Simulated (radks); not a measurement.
The cerium ion Ce21+, configuration [Kr] 4d1. Method: Dirac Kohn-Sham, BLYP, spin-unpolarised, spherical densities, finite nucleus; open shells fill j = l - 1/2 first; Fermi nuclear charge, rms radius 4.8771 fm; computed with a radial shooting solver on a logarithmic mesh with Libxc functionals.

Spin-orbit splittings of the eigenvalues, e(l+1/2) - e(l-1/2), with zeta = 2 splitting/(2l+1) and mean radii in bohr:

shell  occ.  splitting (eV)  zeta (eV)  <r> j=l-1/2  <r> j=l+1/2
2p        6           447.2      298.2      0.08788      0.09406
3p        6           89.48      59.65       0.2658       0.2776
3d       10               ?          ?       0.2480       0.2517
4p        6           23.71      15.81       0.5996       0.6191
4d        1           4.814      1.925       0.6282       0.6338

Estimate the 3d splitting.

Answer. 19.42 eV (zeta = 7.767 eV).
